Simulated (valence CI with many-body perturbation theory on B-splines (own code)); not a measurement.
**How close is CI+MBPT for K VI?**

Level of theory: valence CI with perturbative core correlation (CI+MBPT): four valence electrons over a frozen Dirac-Fock core [Ne], a basis of 11 s, 11 p, 9 d, 7 f, 5 g, 2 h, 1 i functions for each j, with the one-electron correlation potential Σ1 (screened to all orders), the two-electron term Σ2, the three-electron term Σ3, Breit, model QED; selected single and double excitations, second order for the rest, scaled by the run's own slope (own B-spline code, finite nucleus).

Against 25 measured levels this calculation errs by 69 cm⁻¹ on average and by 276 at most. These come from a selection out of Sansonetti, J. Phys. Chem. Ref. Data 37, 7 (2008). Levels without a partner in it may be off by more.

Measured levels: Sansonetti, J. Phys. Chem. Ref. Data 37, 7 (2008). Pairs share parity and J, and are chosen by configuration, term and nearness in energy; levels without a clear partner are left out. Energies in cm⁻¹ above the measured ground level. The last column is blank where CI alone has no clear partner.

Names give the largest LS component (configuration and term), which can be under half, so a name can repeat, a term be missing and a line seem to break the LS rules; names also repeat where a configuration has a term twice.

```csv
Computed label,Label in the source,Measured,Computed,Difference,"CI alone, difference"
3s²3p² ³P_0,3s2 3p2 3P,0,0.0,0,0
3s²3p² ³P_1,3s2 3p2 3P,1132.5,1133.7,+1,+19
3s²3p² ³P_2,3s2 3p2 3P,2927.2,2931.5,+4,+63
3s²3p² ¹D_2,3s2 3p2 1D,18977.8,19059.8,+82,+327
3s²3p² ¹S_0,3s2 3p2 1S,43358.8,43528.2,+169,+648
3s3p³ ³D°_1,3s 3p3 3D°,140741.3,140682.8,-59,-447
3s3p³ ³D°_2,3s 3p3 3D°,140795.4,140738.4,-57,-437
3s3p³ ³D°_3,3s 3p3 3D°,140995.7,140941.5,-54,-404
3s3p³ ³P°_0,3s 3p3 3P°,163421.3,163452.4,+31,+66
3s3p³ ³P°_1,3s 3p3 3P°,163435,163468.1,+33,+83
3s3p³ ³P°_2,3s 3p3 3P°,163438,163469.2,+31,+84
3s3p³ ¹D°_2,3s 3p3 1D°,178872.9,178816.8,-56,+267
3s3p³ ³S°_1,3s 3p3 3S°,218317.3,218593.0,+276,+3543
3s3p³ ¹P°_1,3s 3p3 1P°,223840.1,224104.7,+265,+2577
3s²3p3d ³P°_2,3s2 3p 3d 3P°,252327,252354.4,+27,+2176
3s²3p3d ³P°_1,3s2 3p 3d 3P°,253503,253510.6,+8,+2087
3s²3p3d ³P°_0,3s2 3p 3d 3P°,254037,254043.4,+6,+2068
3s²3p3d ³D°_1,3s2 3p 3d 3D°,260069,260104.4,+35,+2701
3s²3p3d ³D°_2,3s2 3p 3d 3D°,260503,260537.4,+34,+2714
3s²3p3d ³D°_3,3s2 3p 3d 3D°,260786,260824.0,+38,+2746
3s²3p3d ¹F°_3,3s2 3p 3d 1F°,285687,285819.9,+133,+2688
3s²3p3d ¹P°_1,3s2 3p 3d 1P°,293723,293983.8,+261,+2881
3s²3p4s ³P°_0,3s2 3p 4s 3P°,387423,387415.0,-8,-918
3s²3p4s ³P°_1,3s2 3p 4s 3P°,388116,388090.0,-26,-914
3s²3p4s ³P°_2,3s2 3p 4s 3P°,390496,390477.9,-18,-868
3s²3p4s ¹P°_1,3s2 3p 4s 1P°,394420,394407.5,-12,-707
```

Over 25 excited levels the mean absolute difference is 69 cm⁻¹, the median 34 and the largest 276. For the 25 levels that pair on every rung the mean is CI alone 1297, + Σ1 1619, + Σ2 444, + Σ3 233, + Breit 98, + QED 69. The comparison draws on a selection of the measured levels: 26 of the 68 computed ones have a partner in it, and others may be off by more.
